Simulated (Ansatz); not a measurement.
Reaction (SMILES): N#C[O] → C atom + N atom + O atom
B3LYP-D3(BJ)/def2-TZVP geometries, fixed; electronic energies without zero-point terms.
Largest species:
```
C
O 1 1.1754
N 1 1.2216 2 180.00
```
Charge 0, spin multiplicity 2.

Basis-set convergence of the atomisation energy at PBE with Ansatz (a quantum-chemistry and plane-wave program). All functions are spherical. The program fits the integrals of some runs and decomposes those of others, by size. Open shells are unrestricted. No added dispersion term, no relativity. Functions are those of the species that has most. Reference: the value in aug-pcseg-3, 349.95 kcal/mol, itself unsure by roughly 0.23 kcal/mol (its mean distance from aug-cc-pVQZ, cc-pV5Z, def2-QZVPPD). Deviations are taken from unrounded values.

```
basis        functions  atomisation energy (kcal/mol)
-----------  ---------  -----------------------------
cc-pVDZ             42                         345.66
aug-cc-pVDZ         69                         342.67
def2-SVP            42                         354.73
def2-SVPD           63                         354.48
pcseg-1             42                         344.69
aug-pcseg-1         69                         346.70
6-311G**            54                         348.09
6-311+G**           66                         345.13
cc-pVTZ             90                         350.17
aug-cc-pVTZ        138                         348.65
pcseg-2             90                         349.58
aug-pcseg-2        138                         349.76
def2-TZVPP          93                         349.77
def2-TZVPPD        114                         349.49
cc-pVQZ            165                         350.87
aug-cc-pVQZ        240                         350.07
def2-QZVPP         171                         349.65
def2-QZVPPD        192                         349.56
pcseg-3            180                         349.93
aug-pcseg-3        255                         349.95
```

What the diffuse functions change, pair by pair:
- cc-pVDZ to aug-cc-pVDZ: 27 more functions, deviation -4.29 to -7.28 kcal/mol
- def2-SVP to def2-SVPD: 21 more functions, deviation 4.77 to 4.53 kcal/mol
- pcseg-1 to aug-pcseg-1: 27 more functions, deviation -5.26 to -3.25 kcal/mol
- 6-311G** to 6-311+G**: 12 more functions, deviation -1.86 to -4.82 kcal/mol
- cc-pVTZ to aug-cc-pVTZ: 48 more functions, deviation 0.22 to -1.31 kcal/mol
- pcseg-2 to aug-pcseg-2: 48 more functions, deviation -0.37 to -0.20 kcal/mol
- def2-TZVPP to def2-TZVPPD: 21 more functions, deviation -0.19 to -0.46 kcal/mol
- cc-pVQZ to aug-cc-pVQZ: 75 more functions, deviation 0.92 to 0.12 kcal/mol
- def2-QZVPP to def2-QZVPPD: 21 more functions, deviation -0.30 to -0.39 kcal/mol
- pcseg-3 to aug-pcseg-3: 75 more functions, deviation -0.02 to 0.00 kcal/mol

Leaving out the reference's own pair, they bring the value nearer the reference by more than 0.23 kcal/mol in 3 of 9 pairs.
